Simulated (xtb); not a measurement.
In(Cl)2(SH) (Cl2HInS), SMILES [Cl][In]([Cl])[SH]. All values are semi-empirical tight-binding results from xtb (GFN2-xTB unless named), good for trends rather than for accurate numbers. Geometry: GFN2-xTB. One conformer was computed; it need not be the lowest.

Optimised geometry:

Bonded distances (Å): In1–Cl2 2.296, In1–Cl3 2.305, In1–S4 2.418, S4–H5 1.330. Bond angles (°): Cl2–In1–Cl3 119.3, Cl2–In1–S4 123.9, Cl3–In1–S4 116.8, In1–S4–H5 90.3.
Charge 0, spin multiplicity 1.

For metal compounds this method's bond lengths and energies can be far off.

Task: Estimate the properties. (The exact figures need the calculation; the answer reports its results.)

Result: 
| Property | Result |
|---|---|
| point group as xtb finds it | Cs |
| orbital gap | 2.41 eV |
| zero-point energy | 6.2 kcal/mol |
| G − E(el) at 298.15 K (modified RRHO) | -15.4 kcal/mol |

Computed atomic charges and the Wiberg bond orders between heavy atoms:
charges (e) In1 0.22, Cl2 -0.10, Cl3 -0.13, S4 -0.19, H5 0.20. Bond orders In1–Cl2 1.07, In1–Cl3 1.04, In1–S4 0.94.
